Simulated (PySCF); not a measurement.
Simulation results for CH4GeOSi

Calculation on a computer-drawn molecule: optimised geometry and harmonic frequencies of an isolated molecule of the commonest isotopes, restricted reference for singlets and unrestricted otherwise, frozen core in MP2; on germanium a core potential holds 10 electrons, which the energies leave out, and 3d is frozen in MP2 and coupled-cluster steps. Program: PySCF 2.14.0.

```json
{"formula": "CH4GeOSi", "start_structure": {"atoms_angstrom": [["C", -1.2443, -2.7421, -0.7262], ["Ge", -1.1331, -0.8837, -0.8684], ["O", -0.8547, -0.059, 0.6735], ["Si", -1.4477, -0.3997, 2.0934], ["H", -1.9537, -3.0671, 0.0756], ["H", -1.5027, -3.2313, -1.6113], ["H", -0.2232, -0.1046, -1.7472], ["H", -0.2214, 0.1693, 2.7963]]}, "given": {"charge": 0, "multiplicity": 1, "method": "HF", "basis": "cc-pV(D+d)Z", "basis_and_core_potential_on_germanium": "cc-pVDZ-PP ECP10MDF", "drawn_bonds_atom": [1, 2, 3, 1, 1, 2, 4], "drawn_bonds_other_atom": [2, 3, 4, 5, 6, 7, 8], "drawn_bonds_order": [2, 1, 1, 1, 1, 1, 1]}, "results": {"total_energy [hartree]": null, "rotational_constants [GHz]": null}}
```

**Q.** What total energy does the calculation give for CH4GeOSi?
**A.** -697.3151 hartree

**Q.** What rotational constants does the calculation give for CH4GeOSi?
**A.** 12.03, 1.843, 1.616 GHz

Further results for CH4GeOSi:

- convergence status largest gradient component: 6.971e-06 hartree/bohr

Optimised structure:
```xyz
8
CH4GeOSi
C     -1.5164    -2.7287    -0.9199
Ge    -0.8689    -1.1144    -0.7374
O     -0.6759    -0.3201     0.8282
Si    -1.4084    -0.1621     2.3012
H     -1.8351    -3.3222    -0.0741
H     -1.5956    -3.1626    -1.9078
H     -0.3762    -0.1483    -1.7871
H     -0.3043     0.6403     2.9825
```

Modes:
```
frequency (cm⁻¹)  reduced mass (dalton)
           40.28                  3.089
           105.9                   4.48
           172.7                  1.371
           252.3                  3.438
           320.9                  1.397
             523                  7.243
           627.9                  1.069
           735.4                  1.159
           768.2                  1.112
           861.8                    1.4
           926.1                  2.417
           933.6                  1.557
            1042                  4.057
            1477                  1.175
            2083                  1.044
            2333                  1.021
            3316                  1.053
            3430                  1.118
```
